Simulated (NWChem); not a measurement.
All runs are NWChem calculations. System: Se, charge 0, spin multiplicity 3. Its SCF solution wasn't tested for a lower state. Level: UPBE0/x2c-SVPall-2c, scalar ZORA.

Input file:

```
start mol
memory heap 200 mb stack 900 mb global 1100 mb
geometry units angstroms nocenter noautoz noautosym
  Se     0.000000     0.000000     0.000000
end
basis spherical
  * library x2c-svpall-2c
end
relativistic
  zora on
end
dft
  xc pbe0
  odft
  mult 3
  semidirect memsize 60000000 filesize 0
  iterations 100
  grid fine
end
task dft energy
```

Part of the output:

```
             Northwest Computational Chemistry Package (NWChem) 7.3.0
             --------------------------------------------------------

                                NWChem Input Module
                                -------------------

 Scaling coordinates for geometry "geometry" by  1.889725989
 (inverse scale =  0.529177249)

                             Geometry "geometry" -> ""
                             -------------------------

 Output coordinates in angstroms (scale by  1.889725989 to convert to a.u.)

  No.       Tag          Charge          X              Y              Z
 ---- ---------------- ---------- -------------- -------------- --------------
    1 Se                  34.0000     0.00000000     0.00000000     0.00000000

 Effective nuclear repulsion energy (a.u.)       0.0000000000

            Nuclear Dipole moment (a.u.)
            ----------------------------
        X                 Y               Z
 ---------------- ---------------- ----------------
     0.0000000000     0.0000000000     0.0000000000


 Summary of "ao basis" -> "" (spherical)
 ------------------------------------------------------------------------------
       Tag                 Description            Shells   Functions and Types
 ---------------- ------------------------------  ------  ---------------------
 *                       x2c-svpall-2c                on all atoms

                                 NWChem DFT Module
                                 -----------------

 Summary of "ao basis" -> "ao basis" (spherical)
 ------------------------------------------------------------------------------
       Tag                 Description            Shells   Functions and Types
 ---------------- ------------------------------  ------  ---------------------
 Se                      x2c-svpall-2c              14       38   5s6p3d

 Summary of "ao basis" -> "ao basis" (spherical)
 ------------------------------------------------------------------------------
       Tag                 Description            Shells   Functions and Types
 ---------------- ------------------------------  ------  ---------------------
 Se                      x2c-svpall-2c              14       38   5s6p3d

            General Information
            -------------------
          SCF calculation type: DFT
          Wavefunction type:  spin polarized.
          No. of atoms     :     1
          No. of electrons :    34
           Alpha electrons :    18
            Beta electrons :    16
          Charge           :     0
          Spin multiplicity:     3
          Use of symmetry is: off; symmetry adaption is: off
          Maximum number of iterations: 100
          AO basis - number of functions:    38
                     number of shells:    14
          Convergence on energy requested:  1.00D-06
          Convergence on density requested:  1.00D-05
          Convergence on gradient requested:  5.00D-04

              XC Information
              --------------
                         PBE0 Method XC Functional
                     Hartree-Fock (Exact) Exchange  0.250
          PerdewBurkeErnzerhof Exchange Functional  0.750
            Perdew 1991 LDA Correlation Functional  1.000 local
           PerdewBurkeErnz. Correlation Functional  1.000 non-local

             Grid Information
             ----------------
          Grid used for XC integration:  fine
          Radial quadrature: Mura-Knowles
          Angular quadrature: Lebedev.
          Tag              B.-S. Rad. Rad. Pts. Rad. Cut. Ang. Pts.
[...]
    19      0.441043  1 Se py                18     -0.410624  1 Se px
    16      0.401308  1 Se py                15     -0.373630  1 Se px
    10     -0.246964  1 Se py                 9      0.229930  1 Se px
     7      0.099190  1 Se py                 6     -0.092349  1 Se px

 Vector   18  Occ=1.000000D+00  E=-2.714392D-01
              MO Center=  1.7D-11,  1.6D-11, -7.9D-14, r^2= 1.7D+00
   Bfn.  Coefficient  Atom+Function         Bfn.  Coefficient  Atom+Function
  ----- ------------  ---------------      ----- ------------  ---------------
    18      0.456673  1 Se px                19      0.425179  1 Se py
    15      0.383314  1 Se px                16      0.356879  1 Se py
     9     -0.239326  1 Se px                10     -0.222821  1 Se py
     6      0.098348  1 Se px                 7      0.091565  1 Se py

 Vector   19  Occ=0.000000D+00  E= 2.484797D-01
              MO Center=  1.8D-10, -1.9D-11,  2.0D-10, r^2= 3.0D+00
   Bfn.  Coefficient  Atom+Function         Bfn.  Coefficient  Atom+Function
  ----- ------------  ---------------      ----- ------------  ---------------
     4      2.040906  1 Se s                  5     -1.926619  1 Se s
     3     -0.575820  1 Se s                  2      0.100045  1 Se s
     1     -0.040284  1 Se s

 Vector   20  Occ=0.000000D+00  E= 4.301170D-01
              MO Center=  9.0D-13, -9.7D-13,  1.9D-12, r^2= 1.5D+00
   Bfn.  Coefficient  Atom+Function         Bfn.  Coefficient  Atom+Function
  ----- ------------  ---------------      ----- ------------  ---------------
    36      0.878589  1 Se d  0              34      0.505962  1 Se d -2
    26     -0.207731  1 Se d  0              24     -0.119628  1 Se d -2
    31     -0.041805  1 Se d  0              38      0.036186  1 Se d  2

 Vector   21  Occ=0.000000D+00  E= 4.301170D-01
              MO Center=  9.0D-13, -9.7D-13,  1.9D-12, r^2= 1.5D+00
   Bfn.  Coefficient  Atom+Function         Bfn.  Coefficient  Atom+Function
  ----- ------------  ---------------      ----- ------------  ---------------
    35      0.742512  1 Se d -1              37      0.691305  1 Se d  1
    25     -0.175558  1 Se d -1              27     -0.163450  1 Se d  1
    30     -0.035330  1 Se d -1              32     -0.032894  1 Se d  1

                     DFT Final Beta Molecular Orbital Analysis
                     -----------------------------------------

 Vector   14  Occ=1.000000D+00  E=-2.104380D+00
              MO Center= -1.1D-13, -7.0D-14, -3.9D-14, r^2= 1.4D-01
   Bfn.  Coefficient  Atom+Function         Bfn.  Coefficient  Atom+Function
  ----- ------------  ---------------      ----- ------------  ---------------
    24      0.728985  1 Se d -2              26     -0.421954  1 Se d  0
    29      0.235529  1 Se d -2              31     -0.136330  1 Se d  0
    28      0.052136  1 Se d  2

 Vector   15  Occ=1.000000D+00  E=-6.373139D-01
              MO Center=  1.3D-12,  7.8D-14,  1.2D-12, r^2= 1.1D+00
   Bfn.  Coefficient  Atom+Function         Bfn.  Coefficient  Atom+Function
  ----- ------------  ---------------      ----- ------------  ---------------
     4      0.865654  1 Se s                  3     -0.614496  1 Se s
     5      0.318210  1 Se s                  2      0.130686  1 Se s
     1     -0.047202  1 Se s

 Vector   16  Occ=1.000000D+00  E=-2.428923D-01
              MO Center= -1.0D-12, -6.1D-13, -3.6D-13, r^2= 1.7D+00
   Bfn.  Coefficient  Atom+Function         Bfn.  Coefficient  Atom+Function
  ----- ------------  ---------------      ----- ------------  ---------------
    18      0.463932  1 Se px                19      0.431937  1 Se py
    15      0.374813  1 Se px                16      0.348965  1 Se py
     9     -0.235437  1 Se px                10     -0.219201  1 Se py
     6      0.098349  1 Se px                 7      0.091567  1 Se py

 Vector   17  Occ=0.000000D+00  E=-1.488552D-01
              MO Center= -3.1D-13, -6.0D-14, -2.4D-12, r^2= 1.7D+00
   Bfn.  Coefficient  Atom+Function         Bfn.  Coefficient  Atom+Function
  ----- ------------  ---------------      ----- ------------  ---------------
    20      0.657681  1 Se pz                17      0.484201  1 Se pz
    11     -0.312489  1 Se pz                 8      0.132036  1 Se pz
    14     -0.025318  1 Se pz

 Vector   18  Occ=0.000000D+00  E=-1.488552D-01
              MO Center= -1.2D-12,  9.0D-13, -2.3D-13, r^2= 1.7D+00
   Bfn.  Coefficient  Atom+Function         Bfn.  Coefficient  Atom+Function
  ----- ------------  ---------------      ----- ------------  ---------------
    19     -0.481356  1 Se py                18      0.448153  1 Se px
    16     -0.354386  1 Se py                15      0.329941  1 Se px
    10      0.228711  1 Se py                 9     -0.212935  1 Se px
     7     -0.096637  1 Se py                 6      0.089971  1 Se px

 Vector   19  Occ=0.000000D+00  E= 2.826655D-01
              MO Center=  1.3D-11,  3.7D-12,  7.2D-12, r^2= 3.0D+00
   Bfn.  Coefficient  Atom+Function         Bfn.  Coefficient  Atom+Function
  ----- ------------  ---------------      ----- ------------  ---------------
     4      2.040264  1 Se s                  5     -1.926719  1 Se s
     3     -0.575302  1 Se s                  2      0.099899  1 Se s
     1     -0.040236  1 Se s

   alpha - beta orbital overlaps
   -----------------------------

   alpha      1      2      3      4      5      6      7      8      9     10
    beta      1      2      3      4      5      6      7      8      9     10
 overlap   1.000  1.000  1.000  1.000  1.000  1.000  1.000  1.000  1.000  1.000

   alpha     11     12     13     14     15     16     17     18     19     20
    beta     11     12     13     14     15     17     18     16     19     23
 overlap   1.000  1.000  1.000  1.000  0.999  0.999  0.999  1.000  1.000  1.000

   alpha     21     22     23     24     25     26     27     28     29     30
    beta     24     20     21     22     26     27     25     28     29     30
 overlap   1.000  1.000  1.000  0.999  0.999  0.999  1.000  1.000  1.000  1.000

   alpha     31     32     33     34     35     36     37     38
    beta     31     32     33     34     35     36     37     38
 overlap   1.000  1.000  1.000  1.000  1.000  1.000  1.000  1.000

     --------------------------
     Expectation value of S2:
     --------------------------
      <S2> =      2.0023 (Exact =     2.0000)

 Task  times  cpu:        1.9s     wall:        1.9s

 Total times  cpu:        1.9s     wall:        1.9s
```
